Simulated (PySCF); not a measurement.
Computed shifts of a molecule C2H7BFN, PBE0/pcSseg-1 in PySCF, GIAO, gas phase, atoms alike by connectivity averaged where their shifts nearly agree, in ppm (number of nuclei): ¹⁹F: -122.4 (1). ¹³C: 30.4 (1), 1.5 (1). ¹H: 3.04 (3), 2.92 (1), 0.50 (3). ¹⁵N: 95.0 (1). References: ¹¹B against BF3 (σ = 88.8 ppm); ¹⁹F against CFCl3 (σ = 167.2 ppm); ¹³C against TMS (σ = 186.3 ppm); ¹H against TMS (σ = 31.56 ppm); ¹⁵N against NH3 (σ = 267.4 ppm), references at their B3LYP-D3(BJ)/def2-TZVP geometries, non-relativistic. Geometry optimised at B3LYP-D3(BJ)/def2-SVP. The values are those of a single conformer.

Task: Identify the compound among the candidates.
A. CB(N)CF
B. CN(C)BF
C. CCB(N)F
D. CNB(C)F

Result: D, CNB(C)F
